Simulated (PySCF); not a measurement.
A simulated first-order isotropic EPR spectrum at 9.378 GHz has these lines.

Lines, field (mT) (relative intensity): 331.89 (1), 331.96 (2), 332.03 (1), 332.26 (2), 332.34 (4), 332.41 (2), 332.64 (1), 332.72 (2), 332.79 (1), 336.36 (1), 336.43 (2), 336.51 (1), 336.74 (2), 336.81 (4), 336.88 (2), 337.12 (1), 337.19 (2), 337.26 (1)

Problem. What is g?

Solution. The pattern is symmetric about 334.57 mT, so g = hν/(μB·B0) = 9378/(13.99624 × 334.57) = 2.0027, a shift of +0.3 × 10⁻³ from the free-electron value.

Problem. Which couplings and how many nuclei make this pattern?

Solution. The first two lines at either end are about 0.07 mT apart, which is the smallest coupling, and their intensity ratio 1:2 counts the nuclei that share it. In full: a 1:1 doublet of 4.47 mT (125 MHz), from 1 nucleus of spin 1/2; a 1:2:1 triplet of 0.38 mT (11 MHz), from 2 nuclei of spin 1/2; a 1:2:1 triplet of 0.07 mT (2 MHz), from 2 nuclei of spin 1/2. Check: Σ 2nI·a is the distance from the first to the last line, 5.38 mT.

Problem. The radical has the formula C3H9OSi2. Propose a structure, and say which nuclei carry the couplings.

Solution. The pattern alone needn't single out one isomer; the structure behind this simulation is `C1C[SiH]O[SiH2]C1` [radical], numbered [CH2:1]1[CH2:2][SiH:3][O:4][SiH2:5][CH2:6]1 (hydrogens: H7, H8 on C1; H9, H10 on C2; H11 on Si3; H12, H13 on Si5; H14, H15 on C6). 4.47 mT: 1H at H11 (1 bond from Si3; computed sign +); 0.38 mT: 1H at H7/H8 (3 bonds from Si3; computed sign +); 0.07 mT: 1H at H12/H13 (3 bonds from Si3; computed sign +). The largest Mulliken spin population is on Si3 (+0.86). The angles at Si3 add up to 324.9°, so it is pyramidal.

Theory: UKS B3LYP, pcH-1 on C H O Si, non-relativistic, mean-field spin-orbit, GIAO in PySCF. The structure is a single GFN2-xTB conformer in the gas phase; no vibrational or solvent corrections. The geometry wasn't refined by DFT: couplings that depend on bond lengths, twists or pyramidal angles can differ widely from those at the functional's own minimum, by a factor of two or more for some ions and for spin on atoms past the first row. The SCF solution wasn't tested for stability.

Nuclei that the bonding pattern makes equivalent are averaged, as if the motion that swaps them (rotation, inversion, ring flip) were fast. The 1H value of +10.6 MHz is a mean of couplings from 1.1 to 20.1 MHz in this one geometry, not an average over conformers. The 1H value of +2.1 MHz is a mean of couplings from -0.6 to 4.7 MHz in this one geometry, not an average over conformers.

Rare isotopes and splittings under 0.04 mT were left out of the simulation.
